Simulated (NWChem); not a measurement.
System meant: C3H3BF2; SMILES FB1C(=CC1)F

Input file for NWChem:

```
start job
memory heap 200 mb stack 900 mb global 1100 mb
geometry units angstroms noautoz
  F     -1.099805     1.737190     0.005753
  B     -0.191701     0.787481    -0.008572
  C      1.408202     0.763592    -0.007779
  C      1.168231    -0.745215     0.012862
  C     -0.183354    -0.760840    -0.004969
  F     -1.016773    -1.782274    -0.002706
  H      1.921814     1.138764    -0.908656
  H      1.921252     1.166490     0.881467
  H      1.895689    -1.565535     0.037955
end
basis spherical
  F library def2-svp
  B library def2-svp
  C library def2-svp
  H library def2-svp
end
dft
  xc pbe0
  iterations 4
  mulliken
end
task dft energy
```

End of the output:

```
    Atom       Charge   Shell Charges
 -----------   ------   -------------------------------------------------------
    1 F    9     8.93   1.98  0.98  0.70  3.20  2.06  0.01
    2 B    5     5.07   1.96  0.52  0.22  1.37  0.58  0.42
    3 C    6     6.10   1.96  0.58  0.31  1.90  1.28  0.07
    4 C    6     5.97   1.97  0.62  0.31  1.84  1.14  0.09
    5 C    6     6.00   1.97  0.62  0.30  1.83  1.10  0.19
    6 F    9     9.05   1.98  1.01  0.72  3.21  2.11  0.01
    7 H    1     0.96   0.63  0.26  0.07
    8 H    1     0.96   0.63  0.26  0.07
    9 H    1     0.97   0.63  0.27  0.07

 center of mass
 --------------
 x =  -0.17164815 y =  -0.00587232 z =  -0.00029916

 moments of inertia (a.u.)
 ------------------
         542.655860243838          -0.000000000000          -0.000000000000
          -0.000000000000         341.104547844245           0.000000000000
          -0.000000000000           0.000000000000         872.181574058484

     Multipole analysis of the density
     ---------------------------------

     L   x y z        total         alpha         beta         nuclear
     -   - - -        -----         -----         ----         -------
     0   0 0 0     -0.000000    -22.000000    -22.000000     44.000000

     1   1 0 0      0.714605      0.357303      0.357303      0.000000
     1   0 1 0      0.015432      0.007716      0.007716     -0.000000
     1   0 0 1      0.000263      0.000132      0.000132      0.000000

     2   2 0 0    -24.242443   -104.136833   -104.136833    184.031224
     2   1 1 0     -0.451820     -2.125795     -2.125795      3.799770
     2   1 0 1      0.030571     -0.005728     -0.005728      0.042027
     2   0 2 0    -26.372572   -145.972489   -145.972489    265.572406
     2   0 1 1     -0.036952      0.046757      0.046757     -0.130467
     2   0 0 2    -23.701839    -14.719027    -14.719027      5.736215

 ------------------------------------------------------------------------
 dft energy failed                                                                                  0
 ------------------------------------------------------------------------
 ------------------------------------------------------------------------
  current input line :
    25: task dft energy
 ------------------------------------------------------------------------
 ------------------------------------------------------------------------
 This type of error is most commonly associated with calculations not reaching convergence criteria
 ------------------------------------------------------------------------
 For more information see the NWChem manual at https://nwchemgit.github.io

0:dft energy failed:Received an Error in Communication
```

**Question.** Find the fault in this run and fix the input.

**Answer.** The run did not converge; its last values are not results. Cause: the SCF was allowed too few iterations. This input runs:
```
start job
memory heap 200 mb stack 900 mb global 1100 mb
geometry units angstroms noautoz
  F     -1.099805     1.737190     0.005753
  B     -0.191701     0.787481    -0.008572
  C      1.408202     0.763592    -0.007779
  C      1.168231    -0.745215     0.012862
  C     -0.183354    -0.760840    -0.004969
  F     -1.016773    -1.782274    -0.002706
  H      1.921814     1.138764    -0.908656
  H      1.921252     1.166490     0.881467
  H      1.895689    -1.565535     0.037955
end
basis spherical
  * library def2-svp
end
dft
  xc pbe0
  iterations 150
  mulliken
end
task dft energy
```
It converges to -340.04709 Ha (PBE0/def2-SVP).
